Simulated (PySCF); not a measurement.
Excitations are Tamm–Dancoff values on a coarser integration grid. The basis has no diffuse functions, so Rydberg states are missing or too high.

Cartesian coordinates (Å):
```xyz
8

C      1.3763     0.0977    -0.1293
N      0.4497    -0.5906    -0.6459
C     -0.8497    -0.5303    -0.1384
N     -1.6424     0.4612    -0.1634
H      1.2303     0.7223     0.7610
H      2.3688     0.0736    -0.5774
H     -1.2123    -1.4943     0.2267
H     -1.1750     1.2775    -0.5691
```
Charge 0, spin multiplicity 1.

### Question
Predict the S1–T1 gap (TDA), S1 excitation (TDA) and total energy from r2SCAN-D4/def2-TZVP in PySCF.

### Answer

The S1–T1 gap (TDA) comes out as 0.59 eV. The S1 excitation (TDA) comes out as 4.28 eV and the total energy comes out as -5116.75 eV.
